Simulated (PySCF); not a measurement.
C₂H₇BO₂S (SMILES COB(S)OC), singlet, geometry from GFN2-xTB.

The PySCF input:
```python
from pyscf import gto, scf, dft
from pyscf.prop import polarizability

mol = gto.Mole()
mol.atom = '''
    B     0.04893031    0.12657355    0.00518969
    O     0.41382625    1.34580804   -0.43672345
    C     0.23389499    1.78225074   -1.76985473
    H    -0.55996277    2.53167571   -1.78859000
    H     1.16962825    2.23406818   -2.10203084
    H    -0.03279309    0.95030325   -2.42145500
    O    -0.51835813   -0.78335210   -0.80592161
    C    -0.90888969   -2.08506391   -0.43401393
    H    -0.88186704   -2.21802842    0.64983909
    H    -1.92396504   -2.24983714   -0.79902919
    H    -0.23243105   -2.80346404   -0.90239409
    S     0.38784550   -0.17401170    1.78089644
    H     0.89743449    1.02383345    2.00774076
'''
mol.basis = '6-31g'
mol.verbose = 4
mol.build()

mf = dft.RKS(mol)
mf.xc = 'b3lyp'
mf.kernel()
alpha = mf.Polarizability().polarizability()[2, 2]
print('alpha_zz =', alpha)
```

**Question.** Estimate the HOMO energy that PySCF with B3LYP/6-31G, polarisability returns for this input.

**Answer.** -6.87 eV

**Question.** Give the dipole moment at the level B3LYP/6-31G, polarisability.

**Answer.** 2.11 D

**Question.** Give the Mulliken (on the basis functions themselves) charges in atom order at the level B3LYP/6-31G, polarisability.

**Answer.** B1 0.47, O2 -0.52, C3 -0.17, H4 0.15, H5 0.16, H6 0.16, O7 -0.53, C8 -0.16, H9 0.17, H10 0.16, H11 0.16, S12 -0.12, H13 0.08

**Question.** Give the HOMO-LUMO gap at the level B3LYP/6-31G, polarisability.

**Answer.** 8.29 eV
